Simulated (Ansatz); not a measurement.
A nudged elastic band was laid between two geometries of AlH₇OSi₂ (11 atoms, charge 0, multiplicity 1).

Method: RKS B3LYP-D4/6-31G* in Ansatz.

* movable images: 9
* climbing image: yes
* spring: 5.0 eV/Å²
* optimiser: quadratic models (default)
* start path: IDPP
* force threshold: 0.05 eV/Å
* iteration limit: 31
* end points: relaxed

Initial state:

```xyz
11
Properties=species:S:1:pos:R:3
Al -2.157 1.720 -0.468
Si -0.502 0.368 0.754
O 0.514 -0.418 -0.310
Si 1.821 -1.427 -0.374
H -2.218 1.759 -2.058
H -3.209 2.585 0.363
H 0.313 1.213 1.685
H -1.172 -0.641 1.637
H 2.207 -1.604 -1.796
H 1.495 -2.757 0.212
H 2.973 -0.853 0.376
```

Final state:

```xyz
11
Properties=species:S:1:pos:R:3
Al -2.173 1.705 -0.460
Si -0.512 0.348 0.749
O 0.531 -0.391 -0.324
Si 1.840 -1.398 -0.377
H -3.290 2.476 0.377
H -2.170 1.839 -2.045
H 0.278 1.184 1.711
H -1.172 -0.695 1.598
H 2.246 -1.562 -1.795
H 1.507 -2.733 0.192
H 2.980 -0.830 0.395
```

Question: Which bonds break or form, and what moves?

Answer: No bond is made or broken. The dihedral H6–Al1–Si2–O3 goes from -179 to -1°. The two ends are copies of one structure, up to a mirror image or an exchange of like atoms.

Question: What energy profile does the band end with?

Answer: The run converged. The highest image is number 5 of 0 to 10, 0.022 eV above the ends, which have the same energy within 2 meV. A vibrational analysis at the climbing image gives one clearly imaginary mode, 64i cm⁻¹: a first-order saddle point.

```csv
image,path coordinate (Å),energy (eV),dihedral H6–Al1–Si2–O3 (°)
0,0.00,0.000,-179
1,0.56,0.003,-161
2,1.12,0.009,-143
3,1.68,0.016,-125
4,2.24,0.021,-106
5,2.80,0.022,-88
6,3.34,0.020,-70
7,3.89,0.015,-53
8,4.44,0.009,-36
9,4.98,0.003,-19
10,5.53,0.000,-1
```

Question: What is the geometry of the highest image?

Answer: 
```xyz
11
Properties=species:S:1:pos:R:3
Al -2.260 1.525 -0.450
Si -0.647 0.134 0.800
O 0.580 -0.224 -0.280
Si 1.988 -1.086 -0.373
H -3.470 0.855 -1.240
H -2.092 3.107 -0.521
H -0.064 0.818 1.997
H -1.237 -1.138 1.323
H 2.577 -0.873 -1.719
H 1.731 -2.539 -0.177
H 2.960 -0.636 0.661
```

Run time: 3.4 min on 1 CPU thread of a shared host.
